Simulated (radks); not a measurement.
Species: Mn9+. Configuration: [Ne] 3s2 3p4 (the NIST ground configuration).

Method: Dirac Kohn-Sham, exchange-only PBE, spin-unpolarised, spherical densities, finite nucleus; open shells fill j = l - 1/2 first; Fermi nuclear charge, rms radius 3.7057 fm; computed with a radial shooting solver on a logarithmic mesh with Libxc functionals.

Energy parts (hartree):
| part | energy |
|---|---|
| total | -1127.82543 |
| kinetic | 1143.73691 |
| electron-nucleus | -2567.72413 |
| Hartree | 340.96140 |
| exchange | -44.79961 |

Orbitals (lengths in bohr, moments of r in powers of bohr):
orbital  occ.  eigenvalue (hartree)      <r>  small-component weight
1s1/2       2             -244.2410  0.06090                8.07e-03
2s1/2       2             -35.23353   0.2782                1.47e-03
2p1/2       2             -31.33979   0.2440                1.45e-03
2p3/2       4             -30.95387   0.2469                1.44e-03
3s1/2       2              -9.90155   0.7678                4.00e-04
3p1/2       2              -8.72759   0.7729                3.75e-04
3p3/2       2              -8.66267   0.7784                3.71e-04

The highest occupied level is 3p3/2 at -235.72 eV. Summed over all electrons, <r^2> = 4.761 bohr^2, which gives a Langevin (diamagnetic) susceptibility term of -3.77 x 10^-6 cm^3/mol. The electron density at the nucleus is 1.321e+04 e/bohr^3.
